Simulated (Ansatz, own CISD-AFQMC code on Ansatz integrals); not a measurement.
H5NSi2, SMILES `[H]/N=[SiH]/[SiH3]` (charge 0, multiplicity 1).

Z-matrix (Å, degrees):
```
Si
N 1 1.6008
H 2 1.0133 1 120.88
H 1 1.4985 2 126.79 3 -0.13
Si 1 2.3302 4 115.90 2 179.95
H 5 1.4814 1 109.40 4 179.77
H 5 1.4873 6 110.51 1 -120.16
H 5 1.4874 6 110.51 7 -119.70
```
Charge 0, spin multiplicity 1.

Frozen-core energies in cc-pVDZ from Ansatz (a program for electronic structure) at a geometry from PBE0-D3(BJ)/def2-TZVP; the HF reference has <S^2> = 0.00 (restricted, and unstable towards unrestricted orbitals) and the T1 diagnostic is 0.019.

```
level    energy (Ha)
-------  -----------
HF        -635.16912
MP2       -635.54188
CCSD      -635.58530
CCSD(T)   -635.59995
```

Q: Estimate the energies of CCSDT, phaseless AFQMC, CISD trial (own CISD-AFQMC code on Ansatz integrals; ±0.39 mHa) and CCSDT(Q), and give each level's difference from CCSDT(Q).

A: 
```tsv
level	energy (Ha)	difference from CCSDT(Q) (mHa)
MP2	-635.54188	60.78
CCSD	-635.58530	17.36
CCSD(T)	-635.59995	2.71
CCSDT	-635.60125	1.41
phaseless AFQMC, CISD trial (own CISD-AFQMC code on Ansatz integrals; ±0.39 mHa)	-635.60224	0.43
CCSDT(Q)	-635.60266	0.00
```
